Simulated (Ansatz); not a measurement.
Calculated with Ansatz (gas phase, PBE0-D4/def2-TZVP geometries, no zero-point term in ΔE). CBS: MP2 limit from def2 TZ/QZ plus the TZ coupled-cluster correction, frozen cores. Functionals use def2-TZVPP. B3LYP here is the variant with VWN-RPA as its local correlation; programs differ in this. For Ge outer-core shells are correlated without core-valence functions, which leaves a few kJ/mol of doubt a bond. Scalar relativity is left out up to krypton. Each species was taken in one conformer, which may not be the lowest.

Consider the redistribution: `B[SiH2][CH2][GeH3]` + `[F][GeH2][O][SiH3]` → `[F][GeH2][O][GeH3]` + `B[SiH2]C[SiH3]`.

(1) Is it downhill or uphill in electronic energy at CCSD(T)/CBS, and by how much? (Best estimate.)

(2) What do these levels give: PBE-D4, PBE0-D4, B3LYP-D4, ωB97X-V, PBE, PBE0, MP2/def2-TZVPP, CCSD/def2-TZVPP, CCSD(T)/def2-TZVPP, SCS-MP2/def2-QZVPP, HF/CBS(def2), MP2/CBS(def2)? (An estimate is asked.)

Largest T1 diagnostic among the species: 0.012.

Results:

(1) Computed: Uphill: ΔE = +0.58 eV.

(2) Computed: PBE-D4 0.47, PBE0-D4 0.51, B3LYP-D4 0.53, ωB97X-V 0.51, PBE 0.47, PBE0 0.51, MP2/def2-TZVPP 0.57, CCSD/def2-TZVPP 0.57, CCSD(T)/def2-TZVPP 0.56, SCS-MP2/def2-QZVPP 0.58, HF/CBS(def2) 0.59, MP2/CBS(def2) 0.60 eV.

From PBE to PBE0 (25 % exact exchange), in def2-TZVPP and without D4, ΔE moves by +0.04 eV.
